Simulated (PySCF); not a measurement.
**AsN⁺: frontier orbitals**

PBE at R = 1.606 Å; basis As def2-TZVPPD, N def2-TZVPPD; no relativity; PySCF 2.14. State: ²Σ⁺ (doublet), unpaired electrons σ ↑. Only the outer orbitals are listed, counted within each symmetry.

```json
{"spin": "α", "orbital": "8σ", "occ.": "1", "ε (eV)": "-29.54", "on As (%)": "33", "main shells (%)": "61 N s, 24 As s"}
{"spin": "α", "orbital": "9σ", "occ.": "1", "ε (eV)": "-21.41", "on As (%)": "63", "main shells (%)": "60 As s, 24 N s, 12 N p"}
{"spin": "α", "orbital": "10σ", "occ.": "1", "ε (eV)": "-17.10", "on As (%)": "43", "main shells (%)": "52 N p, 29 As p, 13 As s"}
{"spin": "α", "orbital": "4π", "occ.": "1", "ε (eV)": "-16.11", "on As (%)": "33", "main shells (%)": "66 N p, 31 As p"}
{"spin": "α", "orbital": "4π", "occ.": "1", "ε (eV)": "-16.11", "on As (%)": "33", "main shells (%)": "66 N p, 31 As p"}
{"spin": "α", "orbital": "5π", "occ.": "0", "ε (eV)": "-11.32", "on As (%)": "71", "main shells (%)": "66 As p, 28 N p"}
{"spin": "α", "orbital": "5π", "occ.": "0", "ε (eV)": "-11.32", "on As (%)": "71", "main shells (%)": "66 As p, 28 N p"}
{"spin": "α", "orbital": "11σ", "occ.": "0", "ε (eV)": "-6.67", "on As (%)": "70", "main shells (%)": "36 As p, 33 As d, 21 N s"}
{"spin": "β", "orbital": "8σ", "occ.": "1", "ε (eV)": "-28.66", "on As (%)": "38", "main shells (%)": "55 N s, 28 As s"}
{"spin": "β", "orbital": "9σ", "occ.": "1", "ε (eV)": "-20.46", "on As (%)": "72", "main shells (%)": "64 As s, 25 N s"}
{"spin": "β", "orbital": "4π", "occ.": "1", "ε (eV)": "-15.68", "on As (%)": "41", "main shells (%)": "57 N p, 39 As p"}
{"spin": "β", "orbital": "4π", "occ.": "1", "ε (eV)": "-15.68", "on As (%)": "41", "main shells (%)": "57 N p, 39 As p"}
{"spin": "β", "orbital": "10σ", "occ.": "0", "ε (eV)": "-14.92", "on As (%)": "34", "main shells (%)": "53 N p, 28 As p, 13 N s"}
{"spin": "β", "orbital": "5π", "occ.": "0", "ε (eV)": "-11.00", "on As (%)": "64", "main shells (%)": "59 As p, 36 N p"}
{"spin": "β", "orbital": "5π", "occ.": "0", "ε (eV)": "-11.00", "on As (%)": "64", "main shells (%)": "59 As p, 36 N p"}
```

**Question.** Which are the highest filled and the lowest empty level, where do they sit, and how wide is the gap?

**Answer.** Highest filled β 4π at -15.68 eV (in %: 57 N p, 39 As p); lowest empty β 10σ at -14.92 eV (in %: 53 N p, 28 As p, 13 N s); the gap at PBE is 0.76 eV.

- bond order (Mayer): 2.65
- ⟨S²⟩: 0.769
- charge on As (Mulliken, basis-dependent): 1.01
- charge on As (Löwdin, basis-dependent): 1.24
- dipole moment (positive dipole points towards N; it is taken about the centre of mass and depends on that origin): -1.35 D
- polarisability along the bond: 33.6 bohr³
- polarisability across the bond: 29.0 bohr³

Spin–orbit coupling is left out. The state is the lowest determinant that a PBE0 search found; another state may lie lower at other levels.
